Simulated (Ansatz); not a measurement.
Geometry optimisation, RKS r2SCANh-D4/def2-SVP (Ansatz 0.2.0).

input.yaml

```yaml
crystal:
  periodic: [false, false, false]
  atoms:
    - { symbol: Ga, position_ang: [-0.027612, 0.235943, -0.034664] }
    - { symbol: Cl, position_ang: [0.084376, 0.468725, 2.167439] }
    - { symbol: Cl, position_ang: [1.861965, 0.432199, -0.993171] }
    - { symbol: H, position_ang: [-1.382968, 0.130348, -0.741626] }
    - { symbol: F, position_ang: [0.354102, -2.456469, 0.930816] }
    - { symbol: H, position_ang: [0.425037, -2.043047, 1.755905] }
basis:
  gaussian: { orbitals: def2-SVP }
hamiltonian:
  xc: r2scanh
  dispersion: d4
relax:
  f_tol: 0.03
  max_steps: 50
```

Run as:

```bash
$ ansatz run input.yaml --threads 4 --pin off --max-ram 5120MiB --backend cpu --events-out ev --progress --plain --runs-dir out
```

Problem. Where does it end, and by what steps?

Solution. It converged. After 6 steps the energy has fallen by 0.293 eV; F5 moved furthest, 0.45 Å.

| step | energy less start (eV) | largest force component (eV/Å) | accepted |
| --- | --- | --- | --- |
| 0 | 0.0000 | 0.860 | yes |
| 1 | -0.1287 | 0.510 | yes |
| 2 | -0.2620 | 0.554 | yes |
| 3 | -0.2049 | 0.963 | no |
| 4 | -0.2913 | 0.119 | yes |
| 5 | -0.2929 | 0.072 | yes |
| 6 | -0.2932 | 0.019 | yes |

```xyz
6
Properties=species:S:1:pos:R:3
Ga 0.017 -0.013 0.063
Cl 0.126 0.357 2.229
Cl 1.881 0.334 -0.926
H -1.350 -0.067 -0.639
F 0.290 -2.061 0.727
H 0.352 -1.782 1.630
```

Whether the end is a true minimum wasn't checked by a vibrational analysis.

Time of the run: 15 s on 4 threads of Arm Neoverse V1, with other jobs on the host, peak memory 0.23 GiB.
